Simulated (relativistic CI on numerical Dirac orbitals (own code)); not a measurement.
**W⁴⁺: 5p photoemission**

Computed with this model: Dirac-Coulomb-Breit CI, KLI orbitals optimised for each configuration, model QED, multiplet model of photoemission in the sudden approximation, unscaled Slater integrals; configurations [Xe] 4f14 5d2 → [Kr] 4d10 4f14 5s2 5p5 5d2; 300 K; Lorentzian 1.5 eV and Gaussian 0.6 eV FWHM. Energies are those of the free ion, without screening or charge transfer. The energies are binding energies and can lie tens of eV above those of solids. S is read from ⟨S²⟩ = S(S + 1).

Field parameters in Wybourne normalisation: D4h B²₀ = −7Ds, B⁴₀ = 21(Dq − Dt), B⁴₄ = 21√(5/14) Dq; Oh B⁴₀ = 21Dq, B⁴₄ = √(5/14) B⁴₀. The field is a parameter set, without covalency.

free ion: ground-state S = 0.96, centroid 93.67 eV. Peaks (eV, height): 89.2 (100), 95.2 (25), 97.2 (18), 102.4 (35), 109.6 (26).

Oh, 10Dq = 42900 cm⁻¹: ground-state S = 0.98, centroid 93.78 eV. Peaks (eV, height): 87.8 (93), 89.2 (100), 98.8 (37), 102.4 (30), 111.4 (13).

D4h, 10Dq = 17250, Ds = 2090, Dt = -490 cm⁻¹: ground-state S = 0.99, centroid 93.78 eV. Peaks (eV, height): 87.6 (93), 89.4 (100), 96.8 (27), 101.6 (44), 110.2 (17).

Strongest unbroadened transitions for D4h, 10Dq = 17250, Ds = 2090, Dt = -490 cm⁻¹:

| Energy (eV) | Relative strength |
| --- | --- |
| 87.52 | 100.0 |
| 87.73 | 24.4 |
| 89.30 | 95.6 |
| 90.10 | 6.6 |
| 90.25 | 17.1 |
| 90.39 | 27.6 |
| 90.52 | 9.2 |
| 91.25 | 7.4 |
| 96.54 | 14.6 |
| 96.67 | 7.1 |
| 97.24 | 9.2 |
| 97.39 | 8.0 |
| 100.47 | 10.8 |
| 101.49 | 32.7 |
| 101.61 | 21.6 |
| 102.49 | 6.4 |
| 102.79 | 6.4 |
| 110.21 | 22.0 |
